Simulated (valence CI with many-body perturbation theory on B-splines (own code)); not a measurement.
## Se+: electric-dipole lines

Method: configuration interaction combined with many-body perturbation theory (CI+MBPT): five valence electrons over a frozen Dirac-Fock core [Ar] 3d10, a basis of 10 s, 10 p, 9 d, 7 f, 4 g, 2 h functions for each j, with the one-electron correlation potential Σ1 (screened to all orders), the two-electron term Σ2, the three-electron term Σ3, Breit, model QED; selected single and double excitations, second order for the rest, scaled by the run's own slope (own B-spline code, finite nucleus).

Against 14 measured levels this calculation errs by 163 cm⁻¹ on average and by 326 at most. These come from a selection out of the NIST Handbook of Basic Atomic Spectroscopic Data. Levels without a partner in it may be off by more. Among the levels kept, up to 820 cm⁻¹ of a level comes from second order outside the variational space, and about a tenth of that is noise between levels of different J, which matters for small intervals.

Lines 201 to 248 of 248 in falling wavelength, among levels below 15.394 eV, chosen from the strongest by gf and those to the six lowest levels. Wavelengths and rates use the calculated energies, so an error of 200 cm⁻¹ moves a line at 103.5 nm by 0.21 % and its rate by three times that or more. Electric multipoles are in the length gauge, E1 and E2 with the static RPA response of the core. Weak lines are less certain than strong ones. Lines between different terms over intervals too small for the method are left out, as are lines whose strength nearly cancels. Where a level lies close to another of its J and parity, the split of strength between their lines is uncertain. The highest levels of a list are the least certain.

Names give the largest LS component (configuration and term), which can be under half, so a name can repeat, a term be missing and a line seem to break the LS rules; names also repeat where a configuration has a term twice. Letters in brackets count levels of one name in rising energy.

| λ vac (nm) | Upper | Lower | A (s⁻¹) | S (a.u.) |
| --- | --- | --- | --- | --- |
| 104.2 | 4s2.4p2.4d 4P_3/2 | 4s2.4p3 2P°_3/2 | 3.47e+06 | 7.74e-03 |
| 104.2 | 4s2.4p2.4d 4D_3/2 | 4s2.4p3 2D°_3/2 | 9.01e+05 | 2.01e-03 |
| 104.0 | 4s2.4p2.4d 4D_5/2 | 4s2.4p3 2D°_5/2 | 2.22e+07 | 7.41e-02 |
| 103.5 | 4s2.4p2.4d 4P_1/2 | 4s2.4p3 2P°_3/2 | 2.21e+06 | 2.42e-03 |
| 103.5 | 4s2.4p2.5s 4P_3/2 | 4s2.4p3 4S°_3/2 | 8.49e+08 | 1.86e+00 |
| 103.3 | 4s2.4p2.4d 4D_5/2 | 4s2.4p3 2D°_3/2 | 6.81e+07 | 2.22e-01 |
| 103.3 | 4s2.4p2.4d 4P_3/2 | 4s2.4p3 2P°_1/2 | 8.10e+05 | 1.76e-03 |
| 102.6 | 4s2.4p2.4d 4P_1/2 | 4s2.4p3 2P°_1/2 | 6.93e+06 | 7.39e-03 |
| 102.4 | 4s2.4p2.4d 2D_3/2 | 4s2.4p3 2P°_3/2 | 2.43e+08 | 5.15e-01 |
| 101.8 | 4s2.4p2.4d 2F_7/2 | 4s2.4p3 2D°_5/2 | 1.11e+08 | 4.62e-01 |
| 101.5 | 4s2.4p2.4d 2D_3/2 | 4s2.4p3 2P°_1/2 | 1.44e+09 | 2.98e+00 |
| 101.5 | 4s2.4p2.5s 4P_5/2 | 4s2.4p3 4S°_3/2 | 9.10e+08 | 2.81e+00 |
| 101.3 | 4s2.4p2.4d 2D_5/2 | 4s2.4p3 2P°_3/2 | 7.97e+08 | 2.46e+00 |
| 101.2 | 4s2.4p2.5s 2P_1/2 | 4s2.4p3 4S°_3/2 | 2.44e+07 | 2.50e-02 |
| 100.2 | 4s2.4p2.5s 2S_1/2 | 4s2.4p3 2P°_3/2 | 1.20e+09 | 1.19e+00 |
| 99.94 | 4s2.4p2.5s 2P_3/2 [a] | 4s2.4p3 4S°_3/2 | 1.87e+07 | 3.69e-02 |
| 99.36 | 4s2.4p2.5s 2S_1/2 | 4s2.4p3 2P°_1/2 | 7.27e+08 | 7.03e-01 |
| 98.91 | 4s2.4p2.5s 2P_3/2 [b] | 4s2.4p3 4S°_3/2 | 3.79e+06 | 7.25e-03 |
| 98.72 | 4s.4p4 2D_5/2 | 4s2.4p3 4S°_3/2 | 5.21e+06 | 1.48e-02 |
| 95.81 | 4s2.4p2.4d 4F_3/2 | 4s2.4p3 4S°_3/2 | 3.38e+05 | 5.86e-04 |
| 95.64 | 4s2.4p2.4d 2P_3/2 | 4s2.4p3 4S°_3/2 | 3.20e+05 | 5.53e-04 |
| 95.30 | 4s2.4p2.4d 4F_5/2 | 4s2.4p3 4S°_3/2 | 2.05e+06 | 5.24e-03 |
| 95.15 | 4s2.4p2.4d 2S_1/2 | 4s2.4p3 2D°_3/2 | 2.19e+04 | 1.87e-05 |
| 95.09 | 4s2.4p2.4d 4P_5/2 | 4s2.4p3 2D°_5/2 | 1.68e+05 | 4.27e-04 |
| 94.67 | 4s2.4p2.4d 2P_1/2 | 4s2.4p3 4S°_3/2 | 1.23e+06 | 1.03e-03 |
| 94.54 | 4s2.4p2.4d 4P_5/2 | 4s2.4p3 2D°_3/2 | 1.04e+07 | 2.60e-02 |
| 94.23 | 4s2.4p2.4d 4P_3/2 | 4s2.4p3 2D°_5/2 | 2.61e+07 | 4.31e-02 |
| 94.06 | 4s2.4p2.4d 2G_7/2 | 4s2.4p3 2D°_5/2 | 1.55e+08 | 5.10e-01 |
| 93.69 | 4s2.4p2.4d 4P_3/2 | 4s2.4p3 2D°_3/2 | 1.05e+05 | 1.71e-04 |
| 93.16 | 4s2.4p2.4d 4P_1/2 | 4s2.4p3 2D°_3/2 | 7.26e+06 | 5.80e-03 |
| 92.77 | 4s2.4p2.4d 2D_3/2 | 4s2.4p3 2D°_5/2 | 1.51e+08 | 2.39e-01 |
| 92.38 | 4s2.4p2.5s 2D_5/2 | 4s2.4p3 4S°_3/2 | 1.19e+07 | 2.78e-02 |
| 92.30 | 4s2.4p2.5s 2D_3/2 | 4s2.4p3 4S°_3/2 | 3.99e+06 | 6.19e-03 |
| 92.25 | 4s2.4p2.4d 2D_3/2 | 4s2.4p3 2D°_3/2 | 7.42e+08 | 1.15e+00 |
| 92.13 | 4s2.4p2.4d 2F_5/2 | 4s2.4p3 4S°_3/2 | 5.20e+07 | 1.20e-01 |
| 91.92 | 4s2.4p2.4d 2D_5/2 | 4s2.4p3 2D°_5/2 | 7.00e+08 | 1.61e+00 |
| 91.62 | 4s2.4p2.4d 4D_1/2 | 4s2.4p3 4S°_3/2 | 1.10e+07 | 8.37e-03 |
| 91.57 | 4s2.4p2.4d 4D_3/2 | 4s2.4p3 4S°_3/2 | 5.17e+07 | 7.83e-02 |
| 91.40 | 4s2.4p2.4d 2D_5/2 | 4s2.4p3 2D°_3/2 | 2.52e+09 | 5.70e+00 |
| 90.93 | 4s2.4p2.4d 4D_5/2 | 4s2.4p3 4S°_3/2 | 5.91e+07 | 1.32e-01 |
| 90.47 | 4s2.4p2.5s 2S_1/2 | 4s2.4p3 2D°_3/2 | 8.39e+07 | 6.13e-02 |
| 84.53 | 4s2.4p2.4d 2S_1/2 | 4s2.4p3 4S°_3/2 | 1.21e+08 | 7.21e-02 |
| 84.05 | 4s2.4p2.4d 4P_5/2 | 4s2.4p3 4S°_3/2 | 7.22e+09 | 1.27e+01 |
| 83.38 | 4s2.4p2.4d 4P_3/2 | 4s2.4p3 4S°_3/2 | 7.43e+09 | 8.50e+00 |
| 82.96 | 4s2.4p2.4d 4P_1/2 | 4s2.4p3 4S°_3/2 | 7.44e+09 | 4.19e+00 |
| 82.23 | 4s2.4p2.4d 2D_3/2 | 4s2.4p3 4S°_3/2 | 3.91e+06 | 4.30e-03 |
| 81.56 | 4s2.4p2.4d 2D_5/2 | 4s2.4p3 4S°_3/2 | 4.76e+07 | 7.65e-02 |
| 80.82 | 4s2.4p2.5s 2S_1/2 | 4s2.4p3 4S°_3/2 | 2.72e+06 | 1.42e-03 |
